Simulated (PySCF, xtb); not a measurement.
C5H7F, SMILES C=CC(F)C=C.

Geometry optimised at B3LYP-D3(BJ)/def2-SVP. The values are those of a single conformer.

These are IEF-PCM-ωB97X/def2-SVP in PySCF 2.14.0 values and carry that method's errors.

The values are the electrostatic part of the solvation free energy, E(continuum) − E(gas) at the gas-phase geometry, in a cavity of scaled van der Waals radii (PySCF's table); cavitation and dispersion terms are not included. In vacuum the orbital gap is 12.32 eV. The dipole moment in vacuum is 1.87 D.

Computed values in water (ε = 78.36), benzene (ε = 2.27), toluene (ε = 2.37):
```
solvent      ε  ΔG(elec) (kcal/mol)  dipole (D)  gap (eV)
-------  -----  -------------------  ----------  --------
water    78.36                 -3.4        2.30     12.34
benzene   2.27                 -1.5        2.06     12.33
toluene   2.37                 -1.6        2.06     12.33
```

For comparison, GFN2-xTB/ALPB(water) (xtb, at the GFN2-xTB geometry, all terms of that model) gives -2.5 kcal/mol.
